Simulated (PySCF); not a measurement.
Ligands exchanged one at a time, Al CH3-I. Isolated molecules, 0 K electronic values unless said otherwise. Strings in code marks are SMILES.

The T1 excitation (TDA) from two functionals at the same geometries (PBE0-D3(BJ)/def2-TZVP), both in PySCF: PBE-D3(BJ)/def2-TZVP and PBE0-D3(BJ)/def2-TZVP. Excitations are Tamm–Dancoff values on a coarser integration grid. The basis has no diffuse functions, so Rydberg states are missing or too high.

```
species                                             PBE0-D3(BJ)/def2-TZVP (eV)
--------------------------------------------------  --------------------------
0 of 3 CH3 replaced by I (`[CH3][Al]([CH3])[CH3]`)                        5.35
1 of 3 CH3 replaced by I (`[CH3][Al]([CH3])[I]`)                          4.89
2 of 3 CH3 replaced by I (`[I][Al]([I])[CH3]`)                            4.76
3 of 3 CH3 replaced by I (`[I][Al]([I])[I]`)                              4.37
```

**Question.** What does PBE-D3(BJ)/def2-TZVP give for each?

**Answer.** 
- 0 of 3 CH3 replaced by I (`[CH3][Al]([CH3])[CH3]`): 4.91
- 1 of 3 CH3 replaced by I (`[CH3][Al]([CH3])[I]`): 4.38
- 2 of 3 CH3 replaced by I (`[I][Al]([I])[CH3]`): 4.24
- 3 of 3 CH3 replaced by I (`[I][Al]([I])[I]`): 3.84
Over these rows, drawn at random from the members with no instability flagged (it was tested for open shells, ions and some series alone), PBE minus PBE0-D3(BJ): mean -0.50 eV, from -0.53 eV to -0.44 eV.
